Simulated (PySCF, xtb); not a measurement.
WCl5, SMILES [Cl][W]([Cl])([Cl])([Cl])[Cl] (connectivity only; charge and spin as stated), neutral, multiplicity 2.

Harmonic wavenumbers (cm⁻¹) from GFN2-xTB (xtb) at its own minimum, in rising order: 34, 34, 104, 104, 143, 145, 145, 256, 285, 312, 315, 316.

**Question.** What does PBE-D3(BJ)/def2-SVP (PySCF) give at its own minimum? (Estimate from the structure and the level; the computed values follow.)

**Answer.** 42, 61, 107, 131, 157, 160, 176, 333, 359, 381, 392, 405. Paired by order, the mean absolute difference is 43 cm⁻¹ and the zero-point energies are 3.1 and 3.9 kcal/mol.
